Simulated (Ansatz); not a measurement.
`C=C[Si](N)N`, charge 0, multiplicity 2.

Problem. Give a relaxed structure at PBE0-D4/def2-TZVP (Ansatz). (Estimate.)

Solution. Ansatz gave: 
Cartesian coordinates in Å:
```
C -1.180 -1.730 0.104
C 0.059 -1.288 0.326
Si 0.465 0.509 0.536
N -0.838 1.569 0.189
N 1.756 0.876 -0.543
H -1.419 -2.789 0.053
H -2.005 -1.037 -0.036
H 0.849 -2.023 0.480
H -0.887 2.070 -0.684
H -1.418 1.968 0.905
H 2.267 1.740 -0.453
H 2.351 0.135 -0.876
```
This is one stationary point; other conformers may exist.
